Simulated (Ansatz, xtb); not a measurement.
Relative energy of two isomers of C7H4

We compare I, `C#CC#CC=C=C`, a singlet, with II, `C#CC#CC#CC`, a singlet. Both are isolated molecules in the gas phase, relaxed with B3LYP-D3(BJ)/def2-SVP.

Energies in hartree; the thermal terms are from GFN2-xTB frequencies at re-optimised GFN2-xTB minima (ideal gas, soft modes damped towards free rotors, one conformer each, 298.15 K, 1 atm) and include the zero-point energy:

|  | I | II |
| --- | --- | --- |
| E, CCSD(T)/def2-SVP | −267.973416 | −267.983929 |
| E, MP2/def2-SVP | −267.892075 | −267.911307 |
| E, MP2/def2-TZVPP | −268.368136 | −268.386280 |
| zero-point energy | 0.072406 | 0.073223 |
| H(298 K) − E | 0.081352 | 0.082662 |
| G(298 K) − E | 0.040472 | 0.042563 |

Problem. Correct the CCSD(T) difference for the basis set by the MP2 change, then work out ΔE, ΔE₀, ΔH and ΔG for I → II in kcal/mol (1 Eh = 627.51 kcal/mol) and the equilibrium ratio [II]/[I].

Solution. 1. Differences II − I: CCSD(T) −0.010513, MP2 in the small set −0.019232, MP2 in the large set −0.018144 Eh.
2. ΔE = −0.010513 + (−0.018144 − (−0.019232)) = −0.009425 Eh = −5.91 kcal/mol.
3. ΔE₀ = ΔE + ΔZPE = −0.009425 + (+0.000817) Eh = −5.40 kcal/mol.
4. ΔH = ΔE + (+0.001310) Eh = −5.09 kcal/mol.
5. ΔG = ΔE + (+0.002091) Eh = −4.60 kcal/mol, so ΔS = (ΔH − ΔG)/T = −6.9 J/(mol K).
6. kT = 0.9442 mEh, so K = [II]/[I] = exp(−ΔG/kT) = exp(+7.77) ≈ 2.4 × 10^3.

Structure II is favoured at this temperature. An error of 1 kcal/mol in ΔG would change K by a factor of 5.4. Mirror images and further conformers aren't counted.

As drawn, II has 1 C≡C, 1 C–C in place of 2 C=C.

Other levels gave ΔE = −10.0 (GFN2-xTB); −20.2 (HF/STO-3G, GFN2-xTB geometries); −8.2 (r2SCAN-D4/def2-SVP, GFN2-xTB geometries); −7.0 (B3LYP-D3(BJ)/def2-SVP); −5.7 (HF/def2-SVP); −12.1 (MP2/def2-SVP); −6.6 (CCSD(T)/def2-SVP) kcal/mol. The correlated steps freeze 7 core orbitals. Programs: Ansatz 0.2.0, xtb 6.7.1.
